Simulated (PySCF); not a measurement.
The geometry has D3h symmetry (within 0.05 Å) and had no frequency check at the DFT level, so a distortion to lower symmetry isn't ruled out.

```xyz
12

Ge     1.4480    -0.0030     1.2419
Ge    -0.7212     1.2551     1.2396
Ge    -0.7262    -1.2521     1.2452
Ge    -0.7265    -1.2509    -1.2391
Ge     1.4476    -0.0015    -1.2424
Ge    -0.7208     1.2570    -1.2449
H      2.6373    -0.0055     2.2655
H     -1.3161     2.2842     2.2634
H     -1.3205    -2.2809     2.2700
H     -1.3268    -2.2790    -2.2611
H      2.6352    -0.0109    -2.2676
H     -1.3102     2.2877    -2.2706
```

Charge 0, multiplicity 1.

Q: Give the Mulliken and meta-Löwdin atomic charges from PySCF with ωB97X-D3(BJ)/def2-SVP // PBE-D3(BJ)/def2-SVP.

A: 
```
atom  Mulliken (e)  meta-Löwdin (e)
----  ------------  ---------------
Ge1           0.03             0.03
Ge2           0.03             0.03
Ge3           0.03             0.03
Ge4           0.02             0.03
Ge5           0.03             0.03
Ge6           0.03             0.03
H7           -0.03            -0.03
H8           -0.03            -0.03
H9           -0.03            -0.03
H10          -0.03            -0.03
H11          -0.03            -0.03
H12          -0.03            -0.03
```
